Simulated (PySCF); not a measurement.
IrO2, neutral, multiplicity 2. Atoms are numbered in the order given.

```xyz
3

Ir     0.0000     0.0000     0.0000
O      0.0000     0.0000    -1.6985
O      0.0000     0.0000     1.6985
```
Charge 0, spin multiplicity 2.

The structure is a stationary point at r2SCAN-D4/def2-TZVP. The geometry has at least one imaginary mode, so it is a saddle point at that level. The multiplicity is an assumed one; other spin states were not compared. The def2 effective core potentials stand for the cores of Ir; spin–orbit coupling is left out.

Method: PBE/def2-TZVPD (PySCF).

Mulliken values depend strongly on the basis, most of all with diffuse functions as here. ESP charges are fitted to the potential on shells at 1.4 to 2.0 van der Waals radii. Atomic charges (e):

```tsv
atom	Mulliken	ESP fit	Mulliken spin
Ir1	0.73	…	1.08
O2	-0.37	…	-0.04
O3	-0.37	…	-0.04
```

**Question.** Some entries are withheld; supply them. (The exact figures need the calculation; the answer reports its results.)

**Answer.** 
- Ir1, ESP fit: 0.53
- O2, ESP fit: -0.27
- O3, ESP fit: -0.27
